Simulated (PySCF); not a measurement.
**Basis and Hamiltonian dependence of the ionisation energy of In**

In [Kr] 4d10 5s2 5p1 (2P) → In+ [Kr] 4d10 5s2 (1S). All values are computed (PySCF 2.14, energy differences of UHF-based or UKS calculations, no spin-orbit coupling). Values in eV.

```
                                                                               basis       Hamiltonian  functions    UHF    PBE   PBE0  MP2 (valence)  CCSD(T) (valence)  CCSD(T) (valence and next inner shell)
                                                            cc-pVDZ-PP with ECP28MDF               ECP         23  5.198  5.569    n/a          5.325              5.392                                     n/a
                                def2-SVP with the def2 core potential (28 electrons)               ECP         26  5.199    n/a  5.610          5.326              5.391                                     n/a
                                                                          x2c-SVPall     spin-free X2C         36  5.163    n/a  5.607          5.277              5.340                                     n/a
                               def2-TZVP with the def2 core potential (28 electrons)               ECP         50  5.219  5.583    n/a          5.396              5.472                                     n/a
         aug-cc-pVTZ-PP with one added diffuse shell each of d, f type with ECP28MDF               ECP         67  5.214  5.583  5.615          5.401              5.478                                     n/a
                                                                     aug-cc-pVTZ-DK3     spin-free X2C         68  5.214  5.588  5.619          5.401              5.476                                     n/a
                                                      aug-cc-pwCVTZ-PP with ECP28MDF               ECP         96  5.219  5.595  5.625          5.410              5.486                                     n/a
                                                                     aug-cc-pVQZ-DK3     spin-free X2C        102  5.218  5.599  5.628          5.426              5.494                                     n/a
                                                                   aug-cc-pwCVTZ-DK3     spin-free X2C        109  5.219  5.601  5.630          5.410              5.486                                     n/a
                                                                        x2c-QZVPPall     spin-free X2C        112  5.219  5.599  5.628          5.420              5.490                                     n/a
aug-cc-pVQZ-PP with one added diffuse shell each of s, p, d, f, g type with ECP28MDF               ECP        117  5.218  5.590  5.621          5.426                n/a                                     n/a
                                                                          dyall-av2z  non-relativistic        130  5.279  5.647  5.680          5.411              5.492                                     n/a
                                                        aug-cc-pV5Z-PP with ECP28MDF               ECP        139  5.220  5.596  5.625          5.436                n/a                                     n/a
```

Q: Estimate the row for def2-QZVPPD with the def2 core potential (28 electrons) (ECP, 88 functions).

A: From the rows with the same Hamiltonian and similar size; the calculation gives UHF 5.22; PBE 5.59; PBE0 5.62; MP2 (valence) 5.42; CCSD(T) (valence) 5.49; CCSD(T) (valence and next inner shell) 5.56 (eV).

Extrapolation of CCSD(T) (valence) from aug-cc-pVTZ-DK3 and aug-cc-pVQZ-DK3: the correlation parts are 0.262 and 0.275 eV; with the X⁻³ form and unrounded values, (4³ × 0.275 − 3³ × 0.262)/(4³ − 3³) = 0.285 eV, and adding the Hartree-Fock value 5.218 eV of the larger basis gives 5.504 eV.

Frozen in the all-electron rows: valence: [Kr] 4d10; valence and next inner shell: [Ar] 3d10; with a core potential, the same shells as far as they lie outside it.

Non-relativistic rows lack the scalar-relativistic shift.

Reference for a calculation without spin-orbit coupling: 5.603 eV (measured, between term centres; NIST).
